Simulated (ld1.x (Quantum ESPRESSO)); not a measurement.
**gadolinium (Gd): variants of one TM potential**

Base potential:

| Property | Result |
| --- | --- |
| Element | gadolinium (Gd) |
| Generator | ld1.x (Quantum ESPRESSO) 7.5 |
| Type | norm-conserving Troullier–Martins (Kleinman–Bylander form) |
| Functional | PW91 |
| Relativity | scalar-relativistic |
| Frozen core | [Kr] 4d10 |
| Valence charge | 18 |
| Reference configuration | 4f7 5s2 5p6 5d1 6s0.5 6p0 (charge +1.5) |
| Partial waves | 5s (bound): rc 1.60 bohr; 5d (bound): rc 1.95 bohr; 4f (bound): rc 0.65 bohr; 5p (bound): rc 2.40 bohr |
| Local potential | the p channel |
| Core correction | a·sin(br)/r model core inside 0.55 bohr |

Occupied shells without a wave of their own: 6s. They enter only through the test configuration that unscreens the potential, and ld1.x also counts them in the model core charge.

Cutoffs, loose and tight: the cutoffs (Ry, on a coarse ladder) from which the occupation-weighted sum of valence levels, in a spherical-Bessel basis at the reference potential, stays within 10 and 1 mRy of its value at 400 Ry. They do not see the model core or the augmentation charge, which bear on the density cutoff. Test errors are all-electron minus pseudo excitation energies from the reference, over the configurations 4f7 5s2 5p6 5d1 6s2 6p0; 4f7 5s2 5p6 5d1 6s1 6p0; 4f7 5s2 5p6 5d1 6s0 6p0; 4f6 5s2 5p6 5d2 6s1 6p0; 4f7 5s2 5p6 5d1.5 6s1.5 6p0; 4f6 5s2 5p6 5d1 6s2 6p0; 4f7 5s2 5p6 5d1 6s1 6p1. A dash means not determined; rows that change the core or the reference have their own tests. The largest error is taken over the tests solved by every variant that gives reliable tests at all: 4f7 5s2 5p6 5d1 6s0 6p0; 4f7 5s2 5p6 5d1 6s1 6p0; 4f7 5s2 5p6 5d1 6s1 6p1.

With those shells counted twice in exchange and correlation these files are broken, and their errors move erratically; no question is asked of them.

A true bound ghost makes a file unfit for plane-wave use even where its test errors are small: the radial tests pick states by their node count and pass the ghost by. Where a test does run into it, the solver fails or the error is huge.

Cutoffs are not given where the Bessel-basis levels miss the radial ones by over 6 mRy, ghosts where they miss by over 20 mRy; a channel whose overlap is not positive is not tested.

```tsv
change	outcome	bound ghosts	largest test error (meV)
base	generated	s	-29
local potential the d channel	failed: run_pseudo: Errors in PS-KS equation	–	–
wave 5d (bound): rc 1.95 bohr becomes 5d (bound): rc 1.84 bohr	generated	s	-29
type RRKJ; local potential the s channel	failed: compute_chi: n is too large	–	–
reference 4f6 5s2 5p6 5d2 6s2 6p0	generated	s	-1966
wave 4f (bound): rc 0.65 bohr becomes 4f (bound): rc 0.66 bohr	generated	s	-29
functional PBE	generated	s	7 of 7 tests not solved or not reliable
wave 5s (bound): rc 1.60 bohr becomes 5s (bound): rc 1.98 bohr	generated	not determined	-16
```
